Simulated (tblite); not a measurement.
Species: C7H11BS.
Numbering: `[CH3:1][CH2:2][CH2:3][BH:4][c:5]1[cH:6][cH:7][cH:8][s:9]1` (hydrogens: H10, H11, H12 on C1; H13, H14 on C2; H15, H16 on C3; H17 on B4; H18 on C6; H19 on C7; H20 on C8)

Computed with GFN2-xTB (tblite), gas phase: L-BFGS steps from a force-field or distance-geometry start until the largest atomic force falls under 0.01 eV/Å.

At the end of the run (lengths in Å): C8–S9 1.709, C6–C7 1.404, C6–H18 1.076, C7–H19 1.076, C5–C6 1.378, C1–H10 1.088, C5–S9 1.750, C7–C8–S9 112.2°, B4–C5–S9 122.8°, B4–C5–C6 128.3°, C6–C7–C8 112.1°, C1–C2–C3–B4 67°, C2–C3–B4–C5 -160°, C3–B4–C5–C6 -176°, H17–B4–C5–C6 1°, H15–C3–B4–C5 -34°.

Question: These geometries were met on the way; a selection of coordinates is given. Order them by energy above the end point, lowest first.
A. C8–S9 1.729, C6–C7 1.389, C6–H18 1.079, C7–H19 1.079, C5–C6 1.371, C1–H10 1.076, C5–S9 1.783, C7–C8–S9 110.5°, B4–C5–S9 129.4°, B4–C5–C6 122.8°, C6–C7–C8 113.9°, C1–C2–C3–B4 60°, C2–C3–B4–C5 -170°, C3–B4–C5–C6 -138°, H17–B4–C5–C6 28°, H15–C3–B4–C5 -42°
B. C8–S9 1.714, C6–C7 1.407, C6–H18 1.078, C7–H19 1.075, C5–C6 1.376, C1–H10 1.089, C5–S9 1.743, C7–C8–S9 112.0°, B4–C5–S9 125.8°, B4–C5–C6 124.8°, C6–C7–C8 112.3°, C1–C2–C3–B4 62°, C2–C3–B4–C5 -170°, C3–B4–C5–C6 -142°, H17–B4–C5–C6 29°, H15–C3–B4–C5 -41°
C. C8–S9 1.755, C6–C7 1.439, C6–H18 1.046, C7–H19 1.053, C5–C6 1.383, C1–H10 1.100, C5–S9 1.757, C7–C8–S9 106.8°, B4–C5–S9 130.5°, B4–C5–C6 124.1°, C6–C7–C8 115.5°, C1–C2–C3–B4 59°, C2–C3–B4–C5 -173°, C3–B4–C5–C6 -137°, H17–B4–C5–C6 21°, H15–C3–B4–C5 -47°
D. C8–S9 1.714, C6–C7 1.406, C6–H18 1.074, C7–H19 1.072, C5–C6 1.376, C1–H10 1.089, C5–S9 1.750, C7–C8–S9 112.6°, B4–C5–S9 129.4°, B4–C5–C6 120.9°, C6–C7–C8 111.8°, C1–C2–C3–B4 61°, C2–C3–B4–C5 -167°, C3–B4–C5–C6 -140°, H17–B4–C5–C6 33°, H15–C3–B4–C5 -38°
E. C8–S9 1.777, C6–C7 1.350, C6–H18 1.125, C7–H19 1.120, C5–C6 1.341, C1–H10 1.124, C5–S9 1.740, C7–C8–S9 101.7°, B4–C5–S9 129.3°, B4–C5–C6 127.8°, C6–C7–C8 118.4°, C1–C2–C3–B4 58°, C2–C3–B4–C5 -174°, C3–B4–C5–C6 -136°, H17–B4–C5–C6 19°, H15–C3–B4–C5 -49°

Answer: B (0.085 eV), D (0.141 eV), A (0.233 eV), C (0.518 eV), E (0.872 eV).

| step | E above end (eV) | rms distance from the end, all atoms (Å) | largest force (eV/Å) | rms shift of all bonds from the end (Å) |
| --- | --- | --- | --- | --- |
| 15 | 0.085 | 0.326 | 0.142 | 0.002 |
| 6 | 0.141 | 0.345 | 0.379 | 0.004 |
| 3 | 0.233 | 0.351 | 0.773 | 0.013 |
| 1 | 0.518 | 0.356 | 1.714 | 0.018 |
| 0 | 0.872 | 0.358 | 4.393 | 0.030 |

Rows stand in the order of the answer.
